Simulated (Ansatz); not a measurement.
`N#CC1=CCCCC1` → `Cc1ccnc(C)c1`  (isomerisation)

Gas-phase electronic energies from Ansatz, PBE0-D4/def2-TZVP geometries. CBS: MP2 limit from def2 TZ/QZ plus the TZ coupled-cluster correction, frozen cores. Functionals use def2-TZVPP. HSE06 is defined as in plane-wave codes.

`N#CC1=CCCCC1`:

```xyz
17

N     0.134   -3.853   -0.070
C     0.071   -2.704    0.006
C     0.013   -1.280    0.055
C    -0.525   -0.676    1.120
C    -0.658    0.804    1.237
C    -0.420    1.517   -0.086
C     0.792    0.937   -0.799
C     0.580   -0.533   -1.123
H    -0.885   -1.285    1.943
H     0.049    1.160    1.998
H    -1.651    1.042    1.633
H    -0.294    2.589    0.083
H    -1.303    1.400   -0.724
H     1.003    1.491   -1.717
H     1.674    1.042   -0.157
H     1.520   -1.003   -1.425
H    -0.100   -0.647   -1.976
```

`Cc1ccnc(C)c1`:

```xyz
17

C    -1.565    1.171    1.614
C    -0.669    0.249    0.850
C    -0.369   -1.024    1.318
C     0.485   -1.825    0.579
N     1.044   -1.456   -0.566
C     0.762   -0.238   -1.028
C     1.404    0.149   -2.322
C    -0.085    0.633   -0.350
H    -1.924    1.989    0.988
H    -2.430    0.638    2.016
H    -1.031    1.609    2.462
H    -0.795   -1.391    2.246
H     0.730   -2.825    0.929
H     1.125    1.159   -2.628
H     2.492    0.096   -2.233
H     1.114   -0.550   -3.110
H    -0.290    1.615   -0.764
```

| level | ΔE (kJ/mol) |
| --- | --- |
| B97M-V | -80.0 |
| PBE0-D4 | -79.0 |
| HSE06-D4 | -79.6 |
| ωB97M-V | -61.7 |

Problem. What does CCSD(T)/CBS give? (An estimate is asked.)

Solution. Computed: -54.0 kJ/mol. The listed levels differ from it by -26.0, -25.0, -25.6, -7.7 kJ/mol.

Largest T1 diagnostic among the species: 0.012.

From BLYP to BHLYP (50 % exact exchange), in def2-TZVPP and without D4, ΔE moves by +5.3 kJ/mol. At CCSD(T), def2-SVP lies +11.5 kJ/mol from the extrapolated value and def2-TZVPP +6.4 kJ/mol.
